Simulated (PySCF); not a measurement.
Ge(CCH)2Cl2, C4H2Cl2Ge.
Cartesian coordinates in Å at the PBE0-D3(BJ)/def2-SVP level; atoms count from 1:
```xyz
9
C4H2Cl2Ge angstrom
Ge    -0.651   -0.024   -0.543
C     -0.841    0.000    1.327
C     -0.933    0.025    2.538
H     -1.018    0.046    3.611
C      1.152   -0.018   -1.069
C      2.313   -0.013   -1.426
H      3.343   -0.007   -1.737
Cl    -1.625    1.685   -1.383
Cl    -1.607   -1.764   -1.343
```

Lines to be assigned: C 1s: 290.96 (area 2), 291.16 (area 2) eV; Cl 1s: 2828.48 eV; Cl 2p3/2: 205.89 eV.

Computed with PySCF, delta-SCF UKS SCAN, pcX-2 on the ionised atom, pcseg-1 elsewhere, spin-free X2C. Geometry: PBE0-D3(BJ)/def2-SVP; no solvent, vibrations or thermal averaging.

**Question.** Assign the C 1s lines to atoms.

**Answer.** 290.96 eV: C2/C5 (carbon bonded to C and Ge); 291.16 eV: C3/C6 (carbon bonded to C and H). The 2 C 1s values lie within 0.20 eV of each other; Gaussian lines of 0.5 eV full width would blend them into one maximum.

Bonded neighbours of each site: C2/C5: C and Ge; C3/C6: C and H; Cl8/Cl9: Ge.

**Question.** Express the binding energy of Cl 1s of Cl8/Cl9 in atomic units and per mole.

**Answer.** 2828.48 eV = 103.9447 Eh = 272907 kJ/mol.

Atoms equivalent by their bonding share one computed value, that of the first of them. Spin contamination (⟨S²⟩ against 0.75 for a pure doublet) is marked for C 1s of C2/C5 (0.86) and C 1s of C3/C6 (0.86), which makes these values less certain. The 2p values aren't plain energy differences: one relaxed spin-free 2p hole is combined with a matrix within the shell (ground-state 2p orbital-energy differences and spin–orbit coupling). 2p3/2, the mean of its two sublevels, lies a third of the splitting below the shell's mean and 2p1/2 two thirds above it; the statistical areas are 2:1. 2p1/2 minus 2p3/2 (ligand field included): Cl 1.65 eV. No level of germanium is listed.

Hardware: one thread of an Intel Xeon 6975P-C, shared host. Cost: 17 s, 0.55 GiB resident at most.
